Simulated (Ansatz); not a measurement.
Species: GaCl2, net charge 0, doublet state. SMILES: [Cl][Ga][Cl]
Structure (B3LYP-D3(BJ)/def2-TZVP (Ansatz, a program for electronic structure) minimum search):
```
Ga
Cl 1 2.1845
Cl 1 2.1845 2 119.12
```
Charge 0, spin multiplicity 2.

Wanted: atomisation energy, in kcal/mol. Set-up: no dispersion term unless named; six Cartesian d functions in 6-31G* and its kin unless marked 5d; open shells spin-unrestricted; atomisation electronic, to ground-state atoms; non-relativistic; no spin-orbit coupling. First-principles rows: single points at B3LYP-D3(BJ) geometries (Ansatz). The spin state of an ion or metal species was assumed, not searched.

| species | coefficient | E at B3LYP/6-31G* (Ansatz), Eh | E at PBE/def2-TZVPD (Ansatz), Eh |
|---|---|---|---|
| [Cl][Ga][Cl] | -1 | -2845.10336 | -2844.69993 |
| Cl atom | +2 | -460.13624 | -459.95933 |
| Ga atom | +1 | -1924.59261 | -1924.51534 |

 1 Eh = 627.5095 kcal/mol.

**Question.** Work the quantity out at each level.

**Answer.** 
- B3LYP/6-31G*: the sum of coefficient times E is 0.23827 Eh, or 149.52 kcal/mol. Result: 149.5 kcal/mol.
- PBE/def2-TZVPD: the sum of coefficient times E is 0.26593 Eh, or 166.87 kcal/mol. Result: 166.9 kcal/mol.
